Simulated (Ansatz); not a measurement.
Consider the redistribution: `[NH2][GaH][SiH2]O` + `O[SiH2][SiH2]Cl` → `O[SiH2][SiH2][SiH2]Cl` + `[NH2][GaH][OH]`.

Calculated with Ansatz (gas phase, PBE0-D4/def2-TZVP geometries, no zero-point term in ΔE). CCSD(T)/CBS adds triple-zeta CCSD(T) − MP2 to the extrapolated MP2 energy (def2 sets, frozen cores). Functionals use def2-TZVPP. For Ga outer-core shells are correlated without core-valence functions, which leaves a few kJ/mol of doubt a bond. Scalar relativity is left out up to krypton. One conformer a species, not always the lowest.

Task: Is it downhill or uphill in electronic energy at CCSD(T)/CBS, and by how much? (Best estimate.)

Result: The calculation gave: Uphill: ΔE = +0.29 eV.

Task: What do these levels give: r2SCAN-D4, ωB97X-V, ωB97M-V, r2SCAN, MP2/def2-TZVPP, HF/CBS(def2)? (An estimate is asked.)

Result: Ansatz gave: r2SCAN-D4 0.26, ωB97X-V 0.28, ωB97M-V 0.34, r2SCAN 0.27, MP2/def2-TZVPP 0.25, HF/CBS(def2) 0.36 eV.

Largest T1 diagnostic among the species: 0.014.

In def2-TZVPP, CCSD(T) changes the Hartree–Fock value by −0.11 eV (the triples alone add −0.02 eV) and MP2 by −0.11 eV.
